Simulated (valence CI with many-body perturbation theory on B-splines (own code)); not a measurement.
**E1 transitions of Kr22+**

Computed by configuration interaction combined with many-body perturbation theory (CI+MBPT): four valence electrons over a frozen Dirac-Fock core [Ne], a basis of 11 s, 11 p, 10 d, 8 f, 5 g, 2 h functions for each j, with the one-electron correlation potential Σ1 (screened to all orders), the two-electron term Σ2, the three-electron term Σ3, Breit, model QED; selected single and double excitations, second order for the rest, scaled by the run's own slope (own B-spline code, finite nucleus).

No measured levels were compared; by estimate levels of excited configurations hold to 0.05 to 0.15 % of their energy, terms of the ground configuration to about 0.5 %. Among the levels kept, up to 780 cm⁻¹ of a level comes from second order outside the variational space, and about a tenth of that is noise between levels of different J, which matters for small intervals.

Lines 151 to 200 of 571 in falling wavelength, among levels below 2193300 cm⁻¹, chosen from the strongest by gf and those to the six lowest levels. Wavelengths and rates use the calculated energies, so an error of 400 cm⁻¹ moves a line at 14.98 nm by 0.06 % and its rate by three times that or more. Electric multipoles are in the length gauge, E1 and E2 with the static RPA response of the core. Weak lines are less certain than strong ones. Lines between different terms over intervals too small for the method are left out, as are lines whose strength nearly cancels. Where a level lies close to another of its J and parity, the split of strength between their lines is uncertain. The highest levels of a list are the least certain.

Names give the largest LS component (configuration and term), which can be under half, so a name can repeat, a term be missing and a line seem to break the LS rules; names also repeat where a configuration has a term twice. Letters in brackets count levels of one name in rising energy.

```tsv
λ vac (nm)	Upper	Lower	A (s⁻¹)	log gf	Branch %
14.98	3p3 3d 5D°_3	3s 3p2 3d 5F_4	7.90e+09	-0.73	17.1
14.98	3p3 3d 5D°_2 [a]	3s 3p2 3d 5F_3	6.87e+09	-0.94	13.0
14.97	3s 3p 3d2 3D°_2	3s 3p2 3d 3P_1 [b]	2.67e+10	-0.35	23.2
14.97	3p3 3d 3F°_4 [a]	3s 3p2 3d 5F_4	4.02e+09	-0.91	12.7
14.94	3s 3p2 3d 1P_1	3s2 3p 3d 3D°_2	2.80e+10	-0.55	16.4
14.91	3s 3p2 3d 3P_2 [c]	3s2 3p 3d 3P°_2 [b]	1.22e+10	-0.69	6.5
14.88	3p3 3d 3G°_5	3s 3p2 3d 5D_4	3.63e+09	-0.88	17.3
14.87	3s 3p 3d2 3D°_3	3s 3p2 3d 3F_2 [c]	8.00e+09	-0.73	7.9
14.85	3s 3p2 3d 3D_1 [e]	3s2 3p 3d 3P°_0	3.82e+10	-0.42	23.6
14.85	3s 3p 3d2 3D°_3	3s 3p2 3d 3F_4 [b]	8.19e+09	-0.72	8.1
14.83	3s 3p3 3P°_2 [b]	3s2 3p2 3P_1	4.24e+08	-2.16	6.5
14.81	3p3 3d 3G°_4	3s 3p2 3d 5D_3	5.34e+09	-0.80	18.5
14.79	3p3 3d 5D°_1	3s 3p2 3d 5F_2	1.02e+10	-1.00	14.5
14.78	3s 3p2 3d 3P_2 [b]	3s2 3p 3d 3F°_3	2.12e+10	-0.46	23.4
14.78	3s 3p 3d2 3H°_4	3s 3p2 3d 1F_3 [a]	4.76e+09	-0.85	9.9
14.77	3s 3p 3d2 3G°_4 [b]	3s 3p2 3d 3F_3 [b]	8.65e+09	-0.59	9.6
14.71	3s 3p 3d2 5D°_3 [a]	3s 3p2 3d 3F_4 [a]	1.05e+10	-0.62	15.4
14.71	3s 3p 3d2 3D°_3	3s 3p2 3d 3P_2 [b]	1.65e+10	-0.43	16.3
14.68	3s 3p3 3P°_1	3s2 3p2 3P_0	3.50e+09	-1.47	22.6
14.64	3s 3p2 3d 1D_2 [c]	3s2 3p 3d 1P°_1	2.75e+10	-0.35	12.4
14.61	3p3 3d 3D°_1 [b]	3s 3p2 3d 3F_2 [a]	2.11e+10	-0.69	31.3
14.61	3s2 3d2 3F_3	3s2 3p 3d 1F°_3	9.19e+09	-0.69	5.3
14.56	3s 3p2 3d 1D_2 [a]	3s2 3p 3d 3P°_2 [a]	1.39e+10	-0.66	12.0
14.55	3s 3p2 3d 3F_4 [c]	3s2 3p 3d 3F°_4	6.34e+10	0.26	62.5
14.55	3p3 3d 3G°_4	3s 3p2 3d 5F_4	3.70e+09	-0.98	12.8
14.55	3p3 3d 5D°_2 [a]	3s 3p2 3d 5F_2	1.09e+10	-0.76	20.7
14.55	3s2 3p 3d 3P°_2 [a]	3s2 3p2 1D_2	6.16e+09	-1.01	6.4
14.53	3s 3p2 3d 3F_3 [b]	3s2 3p 3d 3F°_3	3.12e+10	-0.16	28.1
14.53	3p3 3d 3F°_3 [d]	3s 3p2 3d 1G_4	1.06e+10	-0.63	12.2
14.52	3s 3p2 3d 3P_2 [c]	3s2 3p 3d 3D°_3	3.83e+10	-0.22	20.5
14.51	3p3 3d 5D°_1	3s 3p2 3d 5F_1	1.67e+10	-0.80	23.8
14.49	3s2 3p 3d 3P°_1 [a]	3s2 3p2 1D_2	2.39e+10	-0.65	23.1
14.47	3s 3p 3d2 3G°_3 [b]	3s 3p2 3d 3D_2 [b]	1.86e+10	-0.39	20.9
14.47	3s 3p2 3d 5F_1	3s 3p3 5S°_2	1.31e+08	-2.91	10.3
14.46	3s2 3p 3d 3F°_2	3s2 3p2 3P_2	3.72e+09	-1.23	35.2
14.46	3s 3p3 3S°_1	3s2 3p2 3P_2	7.32e+10	-0.16	60.9
14.45	3s 3p2 3d 3P_1 [a]	3s 3p3 3P°_2 [a]	2.02e+10	-0.72	20.4
14.45	3p3 3d 3F°_3 [c]	3s 3p2 3d 3P_2 [a]	9.01e+09	-0.70	14.2
14.43	3s 3p2 3d 3D_3 [d]	3s2 3p 3d 3F°_4	6.02e+10	0.12	66.9
14.40	3p3 3d 3F°_3 [a]	3p4 3P_2	5.28e+09	-0.94	12.4
14.38	3p3 3d 3D°_1 [c]	3s 3p2 3d 3D_2 [a]	1.09e+10	-0.99	6.4
14.36	3s 3p 3d2 3F°_3	3s 3p2 3d 3G_4	1.31e+10	-0.55	15.0
14.36	3p3 3d 3G°_3	3s 3p2 3d 5F_3	6.53e+09	-0.85	16.4
14.35	3s 3p 3d2 3G°_5	3s 3p2 3d 3F_4 [b]	1.50e+10	-0.29	17.8
14.35	3p3 3d 5D°_2 [b]	3s 3p2 3d 5F_2	7.04e+09	-0.96	14.4
14.35	3s 3p 3d2 3H°_5	3s 3p2 3d 3G_5	5.62e+09	-0.72	10.0
14.34	3s 3p 3d2 3F°_2	3s 3p2 3d 3G_3	2.72e+10	-0.38	32.9
14.34	3s 3p 3d2 5D°_4 [b]	3s 3p2 3d 3G_5	3.78e+09	-0.98	3.3
14.29	3s 3p2 3d 3D_2 [c]	3s2 3p 3d 3F°_3	4.44e+10	-0.17	43.5
14.27	3s 3p2 3d 3P_2 [c]	3s2 3p 3d 3D°_2	1.75e+10	-0.57	9.4
```
